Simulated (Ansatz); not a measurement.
Computed with Ansatz.

A structure relaxed at PBE0-D4/def2-TZVP, charge 0, multiplicity 1:

Cartesian coordinates in Å:
```
C -1.237 -0.775 -0.924
O -1.073 0.313 -0.053
Sb 0.141 0.090 1.494
N 1.917 0.612 0.703
H -2.078 -0.559 -1.589
H -0.350 -0.941 -1.551
H -1.459 -1.715 -0.398
H -0.201 1.700 1.958
H 1.910 1.416 0.090
H 2.431 -0.142 0.271
```

(1) Give its formula and SMILES.

(2) Summarise the bond lengths by kind.

## Answers

(1) CH6NOSb, `C[O][SbH][NH2]`.

(2) 1 × C–O 1.404 Å; 3 × C–H 1.094 to 1.100 Å; 1 × O–Sb 1.979 Å; 1 × N–Sb 2.012 Å; 1 × H–Sb 1.710 Å; 2 × H–N 1.010 to 1.011 Å.
